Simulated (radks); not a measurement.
Q: Tc XVI, 28 electrons, occupied as [Ar] 3d10 (the NIST ground configuration). All-electron calculation, Dirac Kohn-Sham, LB94 model potential, spin-unpolarised, spherical densities, finite nucleus; Fermi nuclear charge, rms radius 4.4112 fm. Program: a radial shooting solver on a logarithmic mesh with Libxc functionals. Some entries of the table are withheld. Estimate them.

orbital  occ.  eigenvalue (eV)  r(max) (bohr)
1s1/2       2        -21342.42        0.02227
2s1/2       2        -3361.175         0.1261
2p1/2       2        -3133.818        0.09783
2p3/2       4        -3013.649         0.1018
3s1/2       2              (1)         0.3711
3p1/2       2        -780.1946            (2)
3p3/2       4        -759.8134            (3)
3d3/2       4              (4)            (5)
3d5/2       6              (6)            (7)

A: 
(1) 3s1/2 eigenvalue (eV): -868.5107
(2) 3p1/2 r(max) (bohr): 0.3573
(3) 3p3/2 r(max) (bohr): 0.3668
(4) 3d3/2 eigenvalue (eV): -603.4144
(5) 3d3/2 r(max) (bohr): 0.3047
(6) 3d5/2 eigenvalue (eV): -599.3641
(7) 3d5/2 r(max) (bohr): 0.3075
